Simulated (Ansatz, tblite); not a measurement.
Monolayer molecule family: gap (eV) at several levels, gas phase, relaxed structures; Ansatz, xTB through tblite. Core potentials for Ag in the def2 sets, no spin–orbit coupling. The structures are stationary points that may keep the symmetry of their start. Remarks come from the PBE and PBE0 runs and from stability tests at other levels; not every state was tested.

```csv
species,state,geometry,GFN1-xTB,GFN2-xTB,PBE-D4/def2-SVP,PBE-D4/def2-TZVP,r2SCAN-D4/def2-TZVP,PBE0-D4/def2-SVP,remarks
C=CCCCCCCCCCC,singlet,r2SCAN-D4/def2-SVP,5.17,5.19,5.60,5.48,5.93,7.83,–
CO[Si](CCC(F)(F)C(F)(F)C(F)(F)C(F)(F)F)(OC)OC,singlet,PBE-D4/def2-SVP,7.86,7.69,6.40,6.19,6.88,9.11,–
OB(O)C12CC3CC(CC(C3)C1)C2,singlet,PBE-D4/def2-SVP,6.44,5.77,5.83,5.34,6.26,8.08,–
[Ag][S]CCCCc1ccc(/N=N/c2ccccc2)cc1,singlet,r2SCAN-D4/def2-SVP,1.20,0.79,1.48,1.49,1.83,3.25,restricted SCF unstable in HF
CC(=O)SCCCCn1c2ccccc2c2ccccc21,singlet,PBE-D4/def2-SVP,2.81,2.46,3.24,3.13,3.43,4.92,–
[C-]#[N+]CCCCCCCCCCCC#N,singlet,PBE-D4/def2-SVP,4.65,5.52,6.44,6.50,7.25,9.24,–
O=P(O)(O)CCCCc1ccc(-c2ccc(-c3cccs3)s2)s1,singlet,r2SCAN-D4/def2-SVP,2.16,2.10,2.31,2.25,2.41,3.77,–
C#CCCC(F)(F)C(F)(F)C(F)(F)C(F)(F)C(F)(F)C(F)(F)C(F)(F)C(F)(F)F,singlet,PBE-D4/def2-SVP,6.49,6.40,5.73,5.50,5.98,8.02,–
C[Si](C)(Cl)CCCCCCCCCCCOc1ccccc1,singlet,PBE-D4/def2-SVP,4.07,4.06,4.21,4.15,4.50,6.17,–
O=P(O)(O)c1ccc(-c2ccc(-c3ccccc3)cc2)cc1,singlet,r2SCAN-D4/def2-SVP,3.02,3.04,3.22,3.16,3.39,4.81,–
```

Over the 10 species that have every level, the mean is 4.39 at GFN1-xTB, 4.30 at GFN2-xTB, 4.44 at PBE-D4/def2-SVP, 4.32 at PBE-D4/def2-TZVP, 4.79 at r2SCAN-D4/def2-TZVP, 6.52 at PBE0-D4/def2-SVP. Orbital gaps grow with the share of exact exchange and aren't one observable across functionals.
